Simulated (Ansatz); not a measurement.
Ansatz (a first-principles code) input:

Ansatz 0.2 input:
```yaml
crystal:
  periodic: [false, false, false]
  atoms:
    - {symbol: As, position_ang: [-0.14653518, -0.20555075, 0.32176302]}
    - {symbol: F, position_ang: [1.33592544, -0.37212610, -0.58230773]}
    - {symbol: F, position_ang: [-0.79862979, 1.12581217, -0.59749001]}
basis:
  gaussian:
    orbitals: def2-TZVP
hamiltonian:
  xc: {name: PBE}
magnetization: {spin_polarized: true, initial_magnetization: 1}
relax: {f_tol: 0.003, max_steps: 100}
```

**Question.** Predict the final energy.

**Answer.** -2435.15942 Eh (PBE/def2-TZVP). The basis has 110 functions.

It need not be the lowest isomer of its formula.
